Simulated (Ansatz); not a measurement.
CH$_{7}$NOSi, SMILES `NCO[SiH3]`. Total charge 0; spin multiplicity 1. The structure was optimised at the PBE0-D4/def2-TZVP level. It is one conformer, not always the lowest.

```xyz
11

N     1.898   -0.073   -0.955
C     0.926   -0.024    0.075
O    -0.409    0.004   -0.431
Si   -1.738    0.060    0.535
H     1.834    0.737   -1.557
H     1.786   -0.902   -1.525
H     1.097    0.873    0.681
H     1.046   -0.905    0.717
H    -1.796   -1.126    1.436
H    -2.915    0.075   -0.364
H    -1.730    1.282    1.388
```

Problem. What is the dipole moment at ωB97M-V/def2-TZVPP? (Estimate.)

Solution. The calculation gave: 0.16 D, with components (0.05, 0.00, -0.15) D in this frame, pointing from negative to positive charge.

Problem. And with PBE, r2SCAN, B3LYP? (Estimate.)

Solution. Computed: PBE 0.32 D, r2SCAN 0.27 D, B3LYP 0.16 D.

Problem. Give the Mulliken charges with ωB97M-V, PBE, r2SCAN in def2-TZVPP. (An estimate is asked.)

Solution. Ansatz gave: 
| atom | ωB97M-V | PBE | r2SCAN |
| --- | --- | --- | --- |
| N1 | -0.28 | -0.32 | -0.35 |
| C2 | 0.02 | 0.02 | 0.18 |
| O3 | -0.38 | -0.31 | -0.40 |
| Si4 | 0.31 | 0.34 | 0.44 |
| H5 | 0.11 | 0.15 | 0.14 |
| H6 | 0.11 | 0.15 | 0.14 |
| H7 | 0.11 | 0.09 | 0.05 |
| H8 | 0.11 | 0.09 | 0.05 |
| H9 | -0.05 | -0.07 | -0.09 |
| H10 | -0.03 | -0.06 | -0.07 |
| H11 | -0.05 | -0.07 | -0.09 |

B3LYP here is the variant with VWN-RPA as its local correlation; programs differ in this.
